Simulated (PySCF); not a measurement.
**Radial density of Pd²⁺ (palladium, charge +2)**

UHF, [Kr] 4d7 5p1, one real determinant (an excited configuration). Calculation: PySCF 2.14, in x2c-QZVPPall with one added diffuse shell each of s, p, d, f, g type (14s9p8d5f3g, 143 functions); scalar relativity by spin-free X2C-1e.

| r (bohr) | 4πr²ρ (e/bohr) | 4πr²(ρα − ρβ) |
| --- | --- | --- |
| 0.0315 | 54.49 | 0.0030 |
| 0.0530 | 52.20 | 0.0175 |
| 0.0892 | 72.89 | 0.0997 |
| 0.150 | 56.63 | 0.4289 |
| 0.252 | 55.42 | 0.6744 |
| 0.425 | 39.76 | -0.0026 |
| 0.714 | 15.52 | 1.4497 |
| 1.20 | 12.65 | 2.5877 |
| 2.02 | 2.281 | 0.9538 |
| 3.40 | 0.3868 | 0.3489 |
| 5.72 | 0.03158 | 0.0315 |

Densities and radii are taken from the X2C orbitals without a picture-change correction, which distorts them close to the nucleus.

⟨L²⟩ = 13.91 against 20 for a pure G term, so this real determinant mixes terms.

Task: Where is the radial spin density 4πr²(ρα − ρβ) most negative, and why is it negative at all?

Result: Around r = 0.425 bohr, down to -0.0026 e/bohr: exchange with the open shell polarises the paired shells in an unrestricted calculation.
